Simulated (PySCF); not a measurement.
Compound: C7H10Se.
Atom-mapped SMILES: `[CH3:1][C@@:2]12[CH:3]=[CH:4][Se:5][CH2:6][C@@H:7]1[CH2:8]2` (hydrogens: H9, H10, H11 on C1; H12 on C3; H13 on C4; H14, H15 on C6; H16 on C7; H17, H18 on C8)

Computed with PySCF 2.14.0, PBE0-D3(BJ)/def2-SVP geometry optimisation, gas phase.

Question: What internal coordinates does the optimisation give?

Answer: 
| bond | length (Å) | order |
| --- | --- | --- |
| C1–C2 | 1.510 | single |
| C2–C3 | 1.486 | single |
| C3=C4 | 1.340 | double |
| C4–Se5 | 1.888 | single |
| Se5–C6 | 1.955 | single |
| C6–C7 | 1.506 | single |
| C7–C8 | 1.493 | single |
| C2–C7 | 1.512 | single |
| C2–C8 | 1.518 | single |
| C1–H9, C1–H10, C1–H11 | 1.101 | single |
| C3–H12 | 1.096 | single |
| C4–H13 | 1.093 | single |
| C6–H14 | 1.101 | single |
| C6–H15 | 1.100 | single |
| C7–H16 | 1.097 | single |
| C8–H17 | 1.094 | single |
| C8–H18 | 1.093 | single |

Bonds in one row agree within 0.01 Å and their mean is given. Orders are formal, as drawn. A selection of angles:
| angle | degrees |
| --- | --- |
| C2–C1–H9 | 111.1 |
| H9–C1–H10 | 107.9 |
| C1–C2–C3 | 114.4 |
| C1–C2–C7 | 117.6 |
| C1–C2–C8 | 117.8 |
| C3–C2–C7 | 119.2 |
| C3–C2–C8 | 117.8 |
| C7–C2–C8 | 59.0 |
| C2–C3–C4 | 127.0 |
| C2–C3–H12 | 115.7 |
| C4–C3–H12 | 117.3 |
| C3–C4–Se5 | 124.5 |
| C3–C4–H13 | 121.1 |
| Se5–C4–H13 | 114.5 |
| C4–Se5–C6 | 95.9 |
| Se5–C6–C7 | 114.9 |
| Se5–C6–H14 | 107.5 |
| Se5–C6–H15 | 104.9 |
| C7–C6–H14 | 110.0 |
| C7–C6–H15 | 111.1 |
| H14–C6–H15 | 108.0 |
| C6–C7–C8 | 123.6 |
| C6–C7–H16 | 112.0 |
| C8–C7–H16 | 115.9 |
| C2–C7–C6 | 121.9 |
| C2–C7–C8 | 60.7 |
| C2–C7–H16 | 113.7 |
| C7–C8–H17 | 117.4 |
| C7–C8–H18 | 118.7 |
| C2–C8–C7 | 60.3 |
| C2–C8–H17 | 116.9 |
| C2–C8–H18 | 117.6 |
| H17–C8–H18 | 115.1 |

Torsions: C1–C2–C3–C4 164° (antiperiplanar); C2–C3–C4–Se5 -2° (synperiplanar); C3–C4–Se5–C6 -25° (synperiplanar); C4–Se5–C6–C7 43° (synclinal); Se5–C6–C7–C8 35° (synclinal); C6–C7–C8–C2 -111° (anticlinal); C1–C2–C7–C6 -139° (anticlinal); C1–C2–C8–C7 -107° (anticlinal).

The 6-membered ring C2–C3–C4–Se5–C6–C7 has internal angles of 95.9° to 127.0°; it is puckered, 0.20 Å rms from its mean plane, widest ring torsion 43°. Of the pairs four or more bonds apart, Se5···H17 is among the closest relative to their van der Waals radii: 2.89 Å, 93 % of the sum of Bondi's values. Se5 (selenium bonded to 2 C) is bent (angle 95.9°). The 3-membered ring C2–C7–C8 has internal angles of 59.0° to 60.7°. The 7 C–C bonds span 1.340 Å (C3=C4, drawn double) to 1.518 Å (C2–C8, drawn single), a spread of 0.178 Å. The C–Se distances run from 1.888 Å (C4–Se5, drawn single) to 1.955 Å (Se5–C6, drawn single), a spread of 0.067 Å.

Point group: C1 (no symmetry element, even within 0.4 Å). Stationary, but not proved a minimum. The numbers are those of one conformer.
